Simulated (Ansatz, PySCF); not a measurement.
The pair A = NH3 (SMILES N) (first 4 atoms), B = CH4O (SMILES CO); geometry from B3LYP-D3(BJ)/def2-TZVP.
(charge 0, multiplicity 1):
```xyz
10

N      0.0224    -0.1236     0.0761
H     -0.3449    -0.9589    -0.3657
H     -0.3594     0.6772    -0.4145
H      1.0265    -0.1189    -0.0626
C      0.3185     0.0143     3.6751
O     -0.8332    -0.0552     2.8639
H      0.9751    -0.8574     3.5490
H     -0.0073     0.0398     4.7159
H      0.9125     0.9188     3.4858
H     -0.5492    -0.0777     1.9298
```

Rows in 6-31G* carry no dispersion term and start afresh at each structure (6-31G* with six Cartesian d functions). MP2/6-31G* freezes PySCF's default core.

Programs: Ansatz (a program for electronic structure); PySCF for 6-31G* rows. Values without a source in brackets are computed.

Total energies (hartree), monomers frozen at their geometry in the pair:

```
structure              B3LYP/6-31G*  B3LYP/def2-TZVPPD    MP2/6-31G*
---------------------  ------------  -----------------  ------------
AB                     -172.2765492       -172.3803712  -171.7146584
A in the pair's basis   -56.5491720        -56.5904858   -56.3563977
B in the pair's basis  -115.7149307       -115.7801296  -115.3469216
A                       -56.5477240        -56.5902775   -56.3540976
B                      -115.7142405       -115.7800941  -115.3458938
```

Work out the interaction energy without and with the counterpoise correction, and the superposition error, for each level.


E(AB) − E(A) − E(B), times 627.509 kcal/mol, with the monomers in their own basis and then in the pair's basis:
- B3LYP/6-31G*: -9.15 uncorrected, -7.81 corrected; the monomers gain 1.34 kcal/mol from borrowed functions
- B3LYP/def2-TZVPPD: -6.27 uncorrected, -6.12 corrected; the monomers gain 0.15 kcal/mol from borrowed functions
- MP2/6-31G*: -9.20 uncorrected, -7.12 corrected; the monomers gain 2.09 kcal/mol from borrowed functions
